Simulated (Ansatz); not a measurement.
A nudged elastic band was laid between two geometries of CH5ClSn + H2 (10 atoms, charge 0, multiplicity 1).

Theory: Ansatz, RHF/def2-SVP.

```yaml
movable_images: 9
climbing_image: yes
spring: 0.5 eV/Å²
optimiser: quadratic models (default)
start_path: through a guess of the saddle point
force_threshold: 0.05 eV/Å
iteration_limit: 60
end_points: relaxed
```

Image 0:

```xyz
10
Properties=species:S:1:pos:R:3
Sn 0.506 0.125 -0.275
Cl 0.136 -0.130 2.059
H 2.187 0.356 -0.452
C -0.650 1.826 -0.890
H -1.694 1.683 -0.613
H -0.276 2.726 -0.402
H -0.583 1.955 -1.971
H -0.006 -1.334 -0.994
H -3.830 -0.368 2.023
H -3.100 -0.332 2.178
```

Image 10:

```xyz
10
Properties=species:S:1:pos:R:3
Sn -0.391 -0.343 -0.588
Cl -0.934 1.221 3.325
H 1.131 -0.580 0.159
C -0.785 1.760 -0.882
H -1.726 1.898 -1.415
H -0.850 2.260 0.084
H 0.016 2.217 -1.464
H -0.403 -1.168 -2.091
H -1.606 -1.035 0.410
H -1.761 0.275 3.126
```

Question: Which bonds break or form, and what moves?

Answer: Bonds broken: Sn1–Cl2, H9–H10. Bonds formed: Sn1–H9, Cl2–H10. CH5ClSn + H2 becomes CH6Sn + ClH.

Question: Give the energies along the band, and the barrier.

Answer: The forces met the threshold. The highest image is number 6 of 0 to 10, 2.43 eV above the first end and 1.74 eV above the last; the last end lies 0.69 eV above the first. Another band between the same ends (9 images) ends at a top of the same energy, where a vibrational analysis finds 1 clearly imaginary mode. The orbitals stay closed-shell, which can raise the energy where a bond breaks towards radicals; this wasn't checked here.

```
image  path coordinate (Å)  energy (eV)  Sn1–Cl2 (Å)  H9–H10 (Å)  Sn1–H9 (Å)
    0                 0.00         0.00         2.38        0.75        4.93
    1                 0.85         0.01         2.38        0.75        4.42
    2                 1.71         0.02         2.38        0.75        4.11
    3                 2.58         0.07         2.38        0.75        3.67
    4                 3.45         0.39         2.40        0.74        3.02
    5                 4.32         1.31         2.53        0.75        2.45
    6                 5.19         2.43         2.97        0.89        1.98
    7                 5.78         1.34         3.21        1.44        1.77
    8                 6.37         0.82         3.66        1.87        1.72
    9                 6.96         0.70         4.03        2.39        1.72
   10                 7.55         0.69         4.25        3.02        1.72
```

Question: What is the geometry of the highest image?

Answer: 
```xyz
10
Properties=species:S:1:pos:R:3:forces:R:3
Sn -0.304 -0.075 -0.195 -0.01 0.01 -0.01
Cl -0.450 0.946 2.590 0.00 0.00 0.00
H 1.278 -0.457 0.247 0.01 0.00 0.00
C -0.933 1.881 -0.788 0.02 -0.02 0.00
H -1.949 1.836 -1.177 0.00 0.01 0.00
H -0.886 2.533 0.079 0.00 0.01 0.00
H -0.267 2.245 -1.571 -0.01 0.00 0.00
H -0.880 -1.266 -1.297 0.00 0.00 0.00
H -1.606 -0.850 1.076 0.00 0.00 0.00
H -1.314 -0.288 1.700 0.00 0.00 0.00
```

Time of the run: 6.1 min on 1 thread of Intel(R) Xeon(R) Platinum 8488C (Sapphire Rapids), on a shared host, peak memory 0.2 GiB.
